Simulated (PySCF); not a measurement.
Distorted geometries of [Er(NO2)]2+

[Er(NO2)]2+ (singlet in the valence; each metal's 4f electrons, 11 of them, lie in its core potential, out of spins and levels). PySCF 2.14.0, RKS PBE0, Er lcecp-1-SVP with ECP57, O def2-SVP, N def2-SVP; non-relativistic Hamiltonian with scalar-relativistic core potentials where named; density fitting; no spin-orbit coupling. Relaxed geometry:

```xyz
4

Er    0.0000    0.0000   -0.3020
O     1.0372    0.0000    1.5742
O    -1.0372    0.0000    1.5742
N     0.0000    0.0000    2.3052
```

Problem. Order these distorted geometries by energy above the relaxed one, lowest first.
A.
```xyz
4

Er   -0.0185    0.0434   -0.2992
O     1.0385    0.1302    1.6325
O    -0.9219   -0.0560    1.4896
N    -0.0981   -0.1176    2.3287
```
B.
```xyz
4

Er   -0.0656    0.0258   -0.2941
O     1.0774   -0.0614    1.6381
O    -0.9730    0.0493    1.5936
N    -0.0388   -0.0137    2.2140
```
C.
```xyz
4

Er    0.0645   -0.0422   -0.3110
O     0.8954    0.0068    1.5795
O    -1.0185   -0.0078    1.6260
N     0.0587    0.0432    2.2571
```

Solution. A (0.75 eV), B (1.04 eV), C (1.73 eV).

Problem. Which forces (eV/Å) act in the one that lies 1.04 eV up?

Solution. 
```
Er   1.24 -0.05 -0.89
O   -0.41  0.07 -2.82
O   -9.99  0.69 -6.90
N    9.16 -0.70 10.62
```
Forces carry noise of the integration grid, about 0.01 to 0.03 eV/Å.

An lcecp potential fixes the number of 4f electrons, so in runs with it no electron can move into or out of that shell.
